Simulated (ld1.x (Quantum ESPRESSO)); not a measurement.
**Transferability test, RRKJ potential for In**

In, norm-conserving RRKJ (Kleinman–Bylander form), made with ld1.x (Quantum ESPRESSO) 7.5 (Wu–Cohen, scalar-relativistic). Core [Kr] 4d10, reference 5s2 5p1. Waves: 5s (bound): rc 1.95 bohr; 5p (bound): rc 2.00 bohr. Local part: all-electron potential smoothed inside 1.24 bohr (lloc = -1). Core correction: a·sin(br)/r model core inside 1.30 bohr. rho0 = 0.001.

Energies are relative to the spin-unpolarised reference configuration 5s2 5p1; without spin polarisation the order of configurations can differ from experiment.

| valence configuration | charge | ΔE all-electron (eV) | error AE − PS (meV) |
| --- | --- | --- | --- |
| 5s2 5p0 | +1 | 5.351 | -18 |
| 5s2 5p0.5 | +0.5 | 1.934 | -2.9 |
| 5s1 5p1 | +1 | 12.040 | -63 |
| 5s2 5p1.3 | -0.3 | -0.525 | -0.1 |
| 5s0 5p3 | 0 | 12.053 | -82 |
| 5s1 5p2 | 0 | 5.903 | -21 |

What are ΔE and the potential's error for 5s1 5p0?

ΔE = 24.647 eV all-electron; the error (AE − PS) is -235 meV.

Levels in the configuration 5s2 5p1.3:

```tsv
level	all-electron (eV)	pseudo (eV)
5s	-6.572	-6.568
5p	-1.030	-1.029
```

Note: ghost states, extra bound levels that the all-electron valence spectrum of the same l lacks: s at -202.1 eV, p at -46.9 eV, d at -15.5 eV. A true bound ghost makes a file unfit for plane-wave use.
